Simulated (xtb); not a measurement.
CH5S, charge +1, singlet, at a GFN2-xTB geometry, atoms displaced at random by about 0.05 Å a coordinate; GFN2-xTB (xtb 6.7.1).

xtb was given this input:
```
$ xtb mol.xyz --gfn 2 --chrg 1 --opt loose --json

# file mol.xyz
7

C      0.02435333     1.22628880    -0.04491563
S     -0.05855870    -0.64291785     0.18576012
H      1.28190704    -0.82339387    -0.27285448
H     -1.01465868     1.53453687    -0.13508923
H      0.55930128     1.62269069     0.65520725
H      0.32588244     1.46297354    -1.15525685
H     -0.53163056    -0.88840188    -1.04741709
```

What the program printed (banner, timings and long lists left out):

```
   ID    Z sym.   atoms
    1    6 C      1
    2   16 S      2
    3    1 H      3-7

           -------------------------------------------------
          |                Calculation Setup                |
           -------------------------------------------------

           -------------------------------------------------
          |                 G F N 2 - x T B                 |
           -------------------------------------------------

          ...................................................
          :                      SETUP                      :
          :.................................................:
          :  # basis functions                  19          :
          :  # atomic orbitals                  18          :
          :  # shells                           10          :
          :  # electrons                        14          :
          :  max. iterations                   250          :
          :  Hamiltonian                  GFN2-xTB          :
          :  restarted?                      false          :
          :  GBSA solvation                  false          :
          :  PC potential                    false          :
          :  electronic temp.          300.0000000     K    :
          :  accuracy                    1.0000000          :
          :  -> integral cutoff          0.2500000E+02      :
          :  -> integral neglect         0.1000000E-07      :
          :  -> SCF convergence          0.1000000E-05 Eh   :
          :  -> wf. convergence          0.1000000E-03 e    :
          :  Broyden damping             0.4000000          :
          :  net charge                          1          :
          :  unpaired electrons                  0          :
          ...................................................

 iter      E             dE          RMSdq      gap      omega  full diag
   1     -7.5022803 -0.750228E+01  0.404E+00    6.41       0.0  T
   2     -7.5134038 -0.111235E-01  0.217E+00    6.05       1.0  T
   3     -7.5145340 -0.113013E-02  0.117E+00    5.93       1.0  T
   4     -7.5146900 -0.156080E-03  0.365E-01    5.74       1.0  T
   5     -7.5147353 -0.452897E-04  0.548E-02    5.78       1.0  T
   6     -7.5147359 -0.527889E-06  0.152E-02    5.78       2.5  T
   7     -7.5147359 -0.150046E-07  0.475E-03    5.78       8.0  T
   8     -7.5147359 -0.678882E-08  0.109E-03    5.78      34.8  T
   9     -7.5147359 -0.503583E-09  0.289E-04    5.78     131.0  T
  10     -7.5147359 -0.214841E-10  0.635E-05    5.78     595.1  T

   *** convergence criteria satisfied after 10 iterations ***

         :::::::::::::::::::::::::::::::::::::::::::::::::::::
         ::                     SUMMARY                     ::
         :::::::::::::::::::::::::::::::::::::::::::::::::::::
         :: total energy              -7.428399619370 Eh    ::
         :: gradient norm              0.195786598995 Eh/a0 ::
         :: HOMO-LUMO gap              5.780890008872 eV    ::
         ::.................................................::
         :: SCC energy                -7.514735699333 Eh    ::
         :: -> isotropic ES            0.119239405198 Eh    ::
         :: -> anisotropic ES         -0.005323316559 Eh    ::
         :: -> anisotropic XC          0.005334066494 Eh    ::
         :: -> dispersion             -0.001733027343 Eh    ::
         :: repulsion energy           0.086336079963 Eh    ::
         :: add. restraining           0.000000000000 Eh    ::
         :: total charge               1.000000000000 e     ::
         :::::::::::::::::::::::::::::::::::::::::::::::::::::

      -----------------------------------------------------------
     |                   =====================                   |
     |                        A N C O P T                        |
     |                   =====================                   |
     |               Approximate Normal Coordinate               |
[...]
 * total energy  :    -7.4283996 Eh     change       -0.7265299E-11 Eh
 * total energy  :    -7.4480415 Eh     change       -0.1964190E-01 Eh
 * total energy  :    -7.4505920 Eh     change       -0.2550434E-02 Eh
 * total energy  :    -7.4509739 Eh     change       -0.3819124E-03 Eh
 * total energy  :    -7.4510710 Eh     change       -0.9708585E-04 Eh
 * total energy  :    -7.4510872 Eh     change       -0.1627656E-04 Eh
   *** GEOMETRY OPTIMIZATION CONVERGED AFTER 6 ITERATIONS ***
         :: total energy              -7.451087232590 Eh    ::
[...]

    * Orbital Energies and Occupations

         #    Occupation            Energy/Eh            Energy/eV
      -------------------------------------------------------------
         1        2.0000           -0.9924736             -27.0066
         2        2.0000           -0.8236352             -22.4123
         3        2.0000           -0.7594716             -20.6663
         4        2.0000           -0.7517017             -20.4548
         5        2.0000           -0.7151187             -19.4594
         6        2.0000           -0.6928355             -18.8530
         7        2.0000           -0.6858160             -18.6620 (HOMO)
         8                         -0.4480861             -12.1930 (LUMO)
         9                         -0.4399443             -11.9715
        10                         -0.2840111              -7.7283
        11                         -0.2743963              -7.4667
        12                         -0.2558890              -6.9631
        13                         -0.1999682              -5.4414
        14                         -0.0488910              -1.3304
        15                          0.0073140               0.1990
        16                          0.0215928               0.5876
        17                          0.2124919               5.7822
        18                          0.3292103               8.9583
      -------------------------------------------------------------
                  HL-Gap            0.2377299 Eh            6.4690 eV
             Fermi-level           -0.5669511 Eh          -15.4275 eV

     #   Z          covCN         q      C6AA      α(0)
     1   6 C        3.743    -0.135    23.165     6.866
     2  16 S        2.811     0.287   129.883    19.181
     3   1 H        0.921     0.217     1.016     1.577
     4   1 H        0.925     0.140     1.462     1.891
     5   1 H        0.925     0.140     1.463     1.891
     6   1 H        0.925     0.133     1.509     1.921
     7   1 H        0.921     0.217     1.016     1.577

 Mol. C6AA /au·bohr⁶  :        476.462108
 Mol. C8AA /au·bohr⁸  :      15646.438304
 Mol. α(0) /au        :         34.903858

Wiberg/Mayer (AO) data.
largest (>0.10) Wiberg bond orders for each atom

 ---------------------------------------------------------------------------
     #   Z sym  total        # sym  WBO       # sym  WBO       # sym  WBO
 ---------------------------------------------------------------------------
     1   6 C    3.903 --     2 S    1.006     6 H    0.966     4 H    0.960
                             5 H    0.960
     2  16 S    2.921 --     1 C    1.006     7 H    0.937     3 H    0.937
     3   1 H    0.953 --     2 S    0.937
     4   1 H    0.980 --     1 C    0.960
     5   1 H    0.980 --     1 C    0.960
     6   1 H    0.982 --     1 C    0.966
     7   1 H    0.953 --     2 S    0.937
 ---------------------------------------------------------------------------

Topologies differ in total number of bonds
Writing topology from bond orders to xtbtopo.mol

molecular dipole:
                 x           y           z       tot (Debye)
 q only:        0.259      -0.151      -0.550
   full:        0.312      -0.140      -0.671       1.914
molecular quadrupole (traceless):
                xx          xy          yy          xz          yz          zz
 q only:       -0.909      -0.688       2.560       0.298       1.026      -1.651
  q+dip:       -0.117      -0.801       1.165       0.352       1.606      -1.048
   full:       -0.286      -0.858       1.696       0.454       1.637      -1.411

optimized geometry written to: xtbopt.xyz

           -------------------------------------------------
          | TOTAL ENERGY               -7.451087232590 Eh   |
          | GRADIENT NORM               0.001073363591 Eh/α |
          | HOMO-LUMO GAP               6.468959370164 eV   |
           -------------------------------------------------

normal termination of xtb
```
